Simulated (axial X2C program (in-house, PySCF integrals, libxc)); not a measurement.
# TiBi⁺: from the spin-free to the two-component result in a model world with the speed of light multiplied by 4

Computed with an in-house all-electron X2C program for linear molecules (integrals from PySCF). Spin-free means the one-electron spin-free X2C Hamiltonian; two-component (2c) means X2C with spin–orbit coupling and atomic mean-field two-electron Coulomb and Gaunt terms, so the difference of the two also holds small scalar two-electron terms; the speed of light was multiplied by 4, so these are model numbers, not those of the real molecule. Basis: Bi dyall-v2z [9s10p8d4f], Ti dyall-v2z [7s7p5d2f] (cores contracted in-house); Gaussian nuclei, density fitting, unrestricted open shells. Masses: Bi 208.980 u, Ti 47.948 u.

Spin-free state: M_S = 2, Λ = 2 (beyond evenly filled blocks: σα, π+α, π-α, δ+α); fragments Bi + Ti+.

```json
{"level": "PBE0", "Re (Å)": "2.806", "ωe (cm⁻¹)": "220.3", "De (eV)": "1.576", "μ (D)": "9.43"}
{"level": "HF", "Re (Å)": "3.007", "ωe (cm⁻¹)": "155.5", "De (eV)": "0.150", "μ (D)": "12.27"}
```

Dipoles are positive if Ti is the positive end and refer to the centre of mass.

Two-component determinant lowest at the distance of the search:

Ω = 4 (⟨Sz⟩ = 2.00, ⟨Lz⟩ = 2.00 at PBE0); fragments Bi + Ti+.

```csv
level,Re (Å),ωe (cm⁻¹),μ (D)
PBE0,2.806,220.2,9.42
HF,3.007,155.6,12.27
```

Question: From the two tables, how do the constants change at the PBE0 level (2c against spin-free)?

Answer: At the PBE0 level Re is unchanged within 0.001 Å and ωe doesn't move by more than 0.2 cm⁻¹.

The state is one determinant whose occupation by symmetry is held fixed; it was picked as the lowest of a PBE0 search that is not exhaustive. De is counted from the lowest determinant-based energies of the atoms at the same level, without counterpoise correction. De is not given where an atomic determinant may have missed its ground term or J level, or where the truncated virtual space spoils (T). Density functionals use the spin component along the axis (collinear). Other states lie close and PBE0, whose exact exchange favours high spin, may order them wrongly; the determinant shown need not be the ground state. The nearest other spin-free determinant of the search, M_S = 2, Λ = 3, lies 0.24 eV up at the distance of the search. The functionals have no current-density term, which raises determinants with orbital currents, atoms included. With several unpaired electrons one determinant need not be a pure state. Open-shell Ω = 0 determinants with evenly filled partner blocks cannot be reached by this program, so the Ω shown need not be the lowest component. The determinant is spin-polarised beyond a pure state at some levels (its spin-free form has ⟨S²⟩ too high), which makes Re and μ there less reliable. The stretched end of a curve changes character and is left out.
